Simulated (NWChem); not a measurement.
System: C2H3ClFGa; SMILES C=[CH][Ga]([F])[Cl]

Excerpt of the output:

```
             Northwest Computational Chemistry Package (NWChem) 7.3.0
             --------------------------------------------------------

                             Geometry "geometry" -> ""
                             -------------------------

 Output coordinates in angstroms (scale by  1.889725989 to convert to a.u.)

  No.       Tag          Charge          X              Y              Z
 ---- ---------------- ---------- -------------- -------------- --------------
    1 Ga                  31.0000    -0.41411000    -0.04144900     0.00000000
    2 F                    9.0000    -2.03658600     0.62540900     0.00000000
    3 Cl                  17.0000     1.14793800     1.45996500     0.00000000
    4 C                    6.0000    -0.05414700    -1.94599600     0.00000000
    5 C                    6.0000     1.19844600    -2.41829000     0.00000000
    6 H                    1.0000    -0.89985500    -2.63180300     0.00000000
    7 H                    1.0000     1.40909800    -3.48758200     0.00000000
    8 H                    1.0000     2.06766600    -1.76395900     0.00000000

 Effective nuclear repulsion energy (a.u.)     420.3580914093

                              NWChem Property Module
                              ----------------------

  itol2e modified to match energy
  convergence criterion.

                                 NWChem DFT Module
                                 -----------------

 Summary of "ao basis" -> "ao basis" (spherical)
 ------------------------------------------------------------------------------
       Tag                 Description            Shells   Functions and Types
 ---------------- ------------------------------  ------  ---------------------
 Ga                          6-31g*                 12       32   5s4p3d
 F                           6-31g*                  6       14   3s2p1d
 Cl                          6-31g*                  8       18   4s3p1d
 C                           6-31g*                  6       14   3s2p1d
 H                           6-31g*                  2        2   2s

  itol2e modified to match energy
  convergence criterion.

[...]

          -----------------------------------------
          Chemical Shielding Tensors (GIAO, in ppm)
          -----------------------------------------

                                NWChem CPHF Module
                                ------------------

  scftype          =     RHF
  nclosed          =       36
  nopen            =        0
  variables        =     2232
  # of vectors     =        3
  tolerance        = 0.10D-03
  level shift      = 0.00D+00
  max iterations   =       50
  max subspace     =       30

 SCF residual:    3.5123883488110133E-005

Iterative solution of linear equations
  No. of variables     2232
  No. of equations        3
  Maximum subspace       30
        Iterations       50
       Convergence  1.0D-04

   iter   nsub   residual    time
   ----  ------  --------  ---------
     1      3    4.67D-01      46.8
     2      6    4.14D-02      53.0
     3      9    1.57D-03      59.1
     4     12    5.92D-05      65.2

      Atom:    1  Ga
        Diamagnetic
   2644.2466     -0.1297      0.0000
     -0.1297   2642.7369      0.0000
      0.0000      0.0000   2640.4117

        Paramagnetic
   -972.0394     17.8028      0.0000
     17.8028   -808.3749      0.0000
      0.0000      0.0000  -1200.7277

        Total Shielding Tensor
   1672.2072     17.6731      0.0000
     17.6731   1834.3620      0.0000
      0.0000      0.0000   1439.6840

           isotropic =    1648.7511
          anisotropy =     281.2721

          Principal Components and Axis System
                 1           2           3
             1836.2658   1670.3034   1439.6840

      1         0.1071      0.9942     -0.0000
      2         0.9942     -0.1071     -0.0000
      3         0.0000      0.0000      1.0000

      Atom:    2  F
        Diamagnetic
    488.4289    -13.3387     -0.0000
    -13.3387    459.1756      0.0000
     -0.0000      0.0000    454.0851

        Paramagnetic
   -157.8768    -74.1323      0.0000
    -74.1323   -295.5443     -0.0000
      0.0000     -0.0000   -135.0654

        Total Shielding Tensor
    330.5521    -87.4710      0.0000
    -87.4710    163.6313     -0.0000
      0.0000     -0.0000    319.0197

           isotropic =     271.0677
          anisotropy =     145.3860

          Principal Components and Axis System
                 1           2           3
              367.9917    319.0197    126.1917

      1         0.9193     -0.0000      0.3935
      2        -0.3935      0.0000      0.9193
      3         0.0000      1.0000      0.0000

      Atom:    3  Cl
        Diamagnetic
   1149.8956      6.3680      0.0000
      6.3680   1149.5851      0.0000
      0.0000      0.0000   1142.6326

        Paramagnetic
   -287.3818    162.5605     -0.0000
    162.5605   -210.9157     -0.0000
     -0.0000     -0.0000   -154.1909

        Total Shielding Tensor
    862.5138    168.9284     -0.0000
    168.9284    938.6694     -0.0000
     -0.0000     -0.0000    988.4417

           isotropic =     929.8750
          anisotropy =     215.8251

          Principal Components and Axis System
                 1           2           3
             1073.7584    988.4417    727.4248

      1         0.6245      0.0000      0.7810
      2         0.7810      0.0000     -0.6245
      3        -0.0000      1.0000      0.0000

      Atom:    4  C
        Diamagnetic
    249.6951     -7.3886     -0.0000
     -7.3886    267.0526      0.0000
     -0.0000      0.0000    227.3033

        Paramagnetic
   -216.9628    -27.7187     -0.0000
    -27.7187   -266.5629      0.0000
     -0.0000      0.0000    -63.9565

[...]
```

Level: B3LYP/6-31G* (spherical d), GIAO. All runs use the structure optimised with B3LYP/6-31G* (spherical d). The printed shielding anisotropy is the first printed principal value minus the mean of the other two.

Problem. Write an input that gives this output.

Solution. This is not unique; one that fits is the input that was run:
```
start job
memory heap 200 mb stack 900 mb global 1100 mb
geometry units angstroms noautosym nocenter noautoz
  Ga    -0.414110    -0.041449     0.000000
  F     -2.036586     0.625409     0.000000
  Cl     1.147938     1.459965     0.000000
  C     -0.054147    -1.945996     0.000000
  C      1.198446    -2.418290     0.000000
  H     -0.899855    -2.631803     0.000000
  H      1.409098    -3.487582     0.000000
  H      2.067666    -1.763959     0.000000
end
basis spherical
  Ga library 6-31g*
  F library 6-31g*
  Cl library 6-31g*
  C library 6-31g*
  H library 6-31g*
end
dft
  xc b3lyp
  iterations 150
end
property
  shielding
end
task dft property
```
